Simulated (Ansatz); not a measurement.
`C[Se][B](N)[GaH2]` + CH₄ → `C[B](N)[GaH2]` + `C[SeH]` at 600 K and 1 bar (formal exchange of groups at a B–Se bond).

Calculated with Ansatz (gas phase, PBE0-D4/def2-TZVP geometries, no zero-point term in ΔE). CBS: MP2 limit from def2 TZ/QZ plus the TZ coupled-cluster correction, frozen cores. This one scheme is used for every species. For Ga, Se outer-core shells are correlated without core-valence functions, which leaves a few kJ/mol of doubt a bond. Scalar relativity is left out up to krypton. Each species was taken in one conformer, which may not be the lowest.

```csv
species,CCSD(T)/CBS energy (Eh),H − E (kJ/mol),S (J/(mol·K))
`C[Se][B](N)[GaH2]`,-4446.45264,292.3,516.7
CH₄,-40.46206,140.4,215.7
`C[B](N)[GaH2]`,-2045.72929,275.8,443.5
`C[SeH]`,-2441.15625,149.5,312.9
```

H − E and S are ideal-gas, rigid-rotor, harmonic terms from PBE0-D4/def2-TZVP, for one conformer and one mirror image of each species. 1 Eh = 2625.50 kJ/mol, R = 8.31446 J/(mol·K).

Q: By hand: ΔE, ΔH, ΔS and ΔG.

A: ΔE = (-2045.72929) + (-2441.15625) − (-4446.45264) − (-40.46206) = 0.02916 Eh = 76.6 kJ/mol. Δ(H − E) = 275.8 + 149.5 − 292.3 − 140.4 = -7.4, so ΔH = 69.2 kJ/mol. ΔS = 443.5 + 312.9 − 516.7 − 215.7 = 24.0 J/(mol·K). ΔG = 69.2 − 600 × (24.0)/1000 = 54.8 kJ/mol.

Q: By hand: the equilibrium constant, and the temperature at which ΔG would vanish if ΔH and ΔS stayed fixed.

A: log₁₀ K = −ΔG/(RT ln 10) = -4.8. ΔG = 0 at ΔH/ΔS = 2883 K, far beyond where these terms or the molecules hold.

ΔH outweighs TΔS. A doubt of 5 kJ/mol in ΔE shifts log₁₀ K by 0.4 here. Other conformers and mirror images would add mixing entropy, several J/(mol·K) or more a flexible species. Modes under 60 cm⁻¹, often nearly free rotors, make the harmonic entropy too high. These are equilibria of isolated gas molecules and say nothing of rates. Largest T1 diagnostic: 0.013 (customary marks: 0.02 for closed shells, 0.045 for open ones).
